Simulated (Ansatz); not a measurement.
The cluster PbS2, relaxed as a triplet with UKS PBE-D4/def2-TZVP in Ansatz, starting from the PBE-D4/def2-TZVP geometry of the neutral singlet. Force threshold 0.02 eV/Å.

In the def2 sets Pb takes a core potential; there is no spin–orbit coupling. At PBE-D4/def2-TZVP a singlet of charge 0 lies 0.88 eV below the triplet, each at its own geometry. The structure comes from a short search, and lower isomers may exist.

Start:

```xyz
3

Pb   -1.207   -0.094    0.904
S     0.551   -1.024   -0.633
S     0.656    1.118   -0.271
```

```csv
step,energy (eV),largest force component (eV/Å),SCF passes
1,-26911.8567,2.312,18
2,-26912.3539,1.002,27
3,-26912.3875,0.330,21
4,-26912.3914,0.013,22
```

Force components are those of the run's own axes.

End:

| atom | x (Å) | y (Å) | z (Å) |
| --- | --- | --- | --- |
| Pb1 | -1.3441 | -0.1044 | 1.0069 |
| S2 | 0.6237 | -0.9332 | -0.6701 |
| S3 | 0.7204 | 1.0376 | -0.3368 |

By distances, no bond broke or formed. The bond that changes most is Pb1–S3, from 2.51 to 2.72 Å (atoms count from 1).

No frequencies were taken in this run, so the end may be a saddle point.

It took 6 s on 4 threads of AMD EPYC 7R43 on a shared host.
